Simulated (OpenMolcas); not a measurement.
Levels of Ne4+ by method

```json
{
 "Program": "OpenMolcas",
 "Basis": "ANO-RCC-VQZP [5s4p3d2f1g]",
 "Scalar Hamiltonian": "DKH2, point nucleus",
 "Active space": "4 electrons in 8 orbitals (2s 2p 3s 3p)",
 "State averaging": "2S+1 = 3 even, 3 roots; 2S+1 = 1 even, 6 roots; 2S+1 = 5 odd, 1 root; 2S+1 = 3 odd, 9 roots; 2S+1 = 1 odd, 8 roots",
 "Spin-orbit coupling": "state interaction with AMFI integrals over the reference wave functions, term energies averaged over their components"
}
```

Methods on the same reference wave functions:
A. CASSCF
B. SS-CASPT2, IPEA 0.25 Eh, imaginary shift 0.1 Eh (closed shells correlated: 1s)

Energies in cm⁻¹ above 2s² 2p² ³P₀, the measured ground level; measured values from NIST levels in Podobedova, Fuhr, Reader and Wiese, J. Phys. Chem. Ref. Data 33, 525 (2004).

```json
{"Level": "2s² 2p² ³P₀", "A": "0.0", "B": "0.0", "Measured": "0.0"}
{"Level": "2s² 2p² ³P₁", "A": "395", "B": "393", "Measured": "412"}
{"Level": "2s² 2p² ³P₂", "A": "1137", "B": "1135", "Measured": "1110"}
{"Level": "2s² 2p² ¹D₂", "A": "33103", "B": "30620", "Measured": "30292"}
{"Level": "2s² 2p² ¹S₀", "A": "59802", "B": "63840", "Measured": "63914"}
{"Level": "2s 2p³ ⁵S°₂", "A": "77852", "B": "87010", "Measured": ""}
{"Level": "2s 2p³ ³D°₁", "A": "179056", "B": "174980", "Measured": ""}
{"Level": "2s 2p³ ³D°₂", "A": "179060", "B": "174980", "Measured": "175905"}
{"Level": "2s 2p³ ³D°₃", "A": "179083", "B": "175010", "Measured": ""}
{"Level": "2s 2p³ ³P°₀", "A": "209094", "B": "208010", "Measured": "208193"}
{"Level": "2s 2p³ ³P°₁", "A": "209109", "B": "208030", "Measured": ""}
{"Level": "2s 2p³ ³P°₂", "A": "209138", "B": "208060", "Measured": ""}
{"Level": "2s 2p³ ¹D°₂", "A": "285097", "B": "271290", "Measured": "270564"}
{"Level": "2s 2p³ ³S°₁", "A": "291057", "B": "279490", "Measured": ""}
{"Level": "2s 2p³ ¹P°₁", "A": "314828", "B": "304000", "Measured": ""}
```

Deviations, from unrounded energies. A percentage is the sum of absolute deviations over the sum of measured energies, with the sign that they share, or ± where signs differ.

```csv
Against measurement,Levels,A,B
mean absolute deviation (cm-1),7,3700,330
fine structure of the ground term (%),2,±2.9,±2.9
other terms of the ground configuration (%),2,±7.3,±0.4
other configurations (%),3,+2.8,±0.3
```

B lies closest to measurement on these levels. The largest miss of B in the table is 2s 2p³ ³D°₂, by -920 cm-1. The ranking rests on the paired levels alone, and a cruder setting can come out closer through cancelling errors.

From A to B the spin-free energies of the other terms of 2s² 2p² shown, above ³P, scale by factors of 0.92 to 1.07.

The lowest spin-free term lies below A's lowest term by 0.082 hartree in B.

Term energies are means over components that CASPT2 splits; among the terms shown or strongly mixed into the levels shown the widest spread is 14 cm-1 (2s 2p³ ¹D°, B). Active for correlation alone: 3p 3s; no level in the range computed is led by a configuration that fills them, so any true level of that kind is missing. Computed and measured levels are paired by configuration, term and J; levels that our copy of the source lacks, or whose pairing is in doubt (as where it misses far off the trend of its configuration), stay unpaired and out of the deviations. Only configurations of the active space appear.

° marks odd parity.
